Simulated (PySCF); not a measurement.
Cartesian coordinates (Å):
```xyz
8

Ta    -0.0153     0.0754    -0.0268
F      0.8750    -0.3978    -1.6387
F     -1.1167     0.4733     1.4708
F      0.9645    -1.2034     0.9585
F      0.4954     1.8845    -0.2062
N     -1.6652    -0.5118    -0.9191
H     -1.6956    -0.8770    -1.8760
H     -2.5900    -0.4866    -0.4789
```
Charge 0, multiplicity 1.

Estimate the total energy, HOMO–LUMO gap and dipole moment that TPSSh-D3(BJ)/def2-TZVP // PBE-D3(BJ)/def2-SVP in PySCF 2.14.0 returns for this input.


```
Quantity              Value
-------------  ------------
total energy   -512.8725 Ha
HOMO–LUMO gap       5.20 eV
dipole moment        2.45 D
```
